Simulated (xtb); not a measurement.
C₂H₃N₃, charge -1, doublet, geometry from GFN2-xTB (a state made from the parent by changing its charge; the spin is typed, not shown lowest). Base run: GFN0-xTB (xtb).

Here is a job for xtb.
```
$ xtb mol.xyz --gfn 0 --chrg -1 --uhf 1 --json

# file mol.xyz
8

C      1.10860021    -0.01508195    -0.12797439
N      0.44625517     1.13489611    -0.13199815
C     -0.83601278     0.76774927     0.12797594
N     -0.93232351    -0.66726295     0.22383552
N      0.40632925    -1.13732239     0.03728586
H      2.18355403    -0.05782841    -0.26050758
H     -1.68976664     1.35226865    -0.19430976
H     -1.57113837    -1.12261954    -0.44905469
```

Variants of this job, named by their change:

```json
[
 {"change": "base", "ΔE vs base (kJ/mol)": "0.00"},
 {"change": "etemp = 1000", "ΔE vs base (kJ/mol)": "0.00"},
 {"change": "file = coord", "ΔE vs base (kJ/mol)": "0.00"},
 {"change": "acc = 30", "ΔE vs base (kJ/mol)": "0.00"}
]
```
